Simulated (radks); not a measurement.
Q: The mean radii <r> (bohr) of the occupied orbitals of an atom or ion are listed with their occupations. Method: scalar-relativistic Kohn-Sham, BP86, spin-polarised, spherical densities, point nucleus; computed with a radial shooting solver on a logarithmic mesh with Libxc functionals.

orbital  occ.      <r>
1s down     1  0.01686
1s up       1  0.01686
2s up       1  0.07111
2s down     1  0.07111
2p up       3  0.06424
2p down     3  0.06424
3s up       1   0.1838
3s down     1   0.1838
3p up       3   0.1851
3p down     3   0.1851
3d up       5   0.1677
3d down     5   0.1677
4s up       1   0.4070
4s down     1   0.4070
4p up       3   0.4335
4p down     3   0.4335
4d up       5   0.4584
4d down     5   0.4584
5s up       1   0.9261
5s down     1   0.9251
4f up       7   0.4987
4f down     7   0.4983
5p up       3    1.069
5p down     3    1.068
5d up       5    1.494
5d down     4    1.498

Name the element and its charge. Open shells, if any, are filled with parallel spins first.

A: Z = 79, gold, charge +2: Au2+ in [Xe] 4f14 5d9. The 1s radius gives Z: for a bare nucleus <r> = (2 gamma + 1)/(2Z) with gamma = sqrt(1 - (Z/c)^2), 0.01667 bohr for Z = 79, and screening makes it slightly larger (0.01686 here). The occupations add up to 77, and the charge is Z minus that.
